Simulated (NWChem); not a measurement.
CH5BO; SMILES BOC

```xyz
8

B      0.2092    -1.2960     0.0000
H     -0.4339    -2.3044     0.0000
H      1.4121    -1.2907     0.0000
O     -0.4807    -0.1419     0.0000
C      0.1523     1.1335     0.0000
H      1.2444     1.0400     0.0000
H     -0.1687     1.6845    -0.8897
H     -0.1687     1.6845     0.8897
```
Atoms are numbered in this order, from 1.

Results from NWChem. Structure relaxed at the B3LYP/6-31G* (spherical d) level. Total energies compare along this basis series because the functional is fixed.

```csv
level,basis functions,energy (Ha),highest occupied level (eV),orbital gap (eV),dipole (D)
TPSS/pcseg-1,67,-141.2066,-7.27,6.28,1.91
TPSS/aug-pcseg-1,114,-141.2132,-7.32,6.14,1.71
TPSS/pcseg-2,160,-141.2893,-7.30,6.15,1.73
TPSS/STO-3G,20,-139.4392,-4.69,6.96,1.99
TPSS/def2-SVP,67,-141.1301,-7.16,6.26,1.90
```
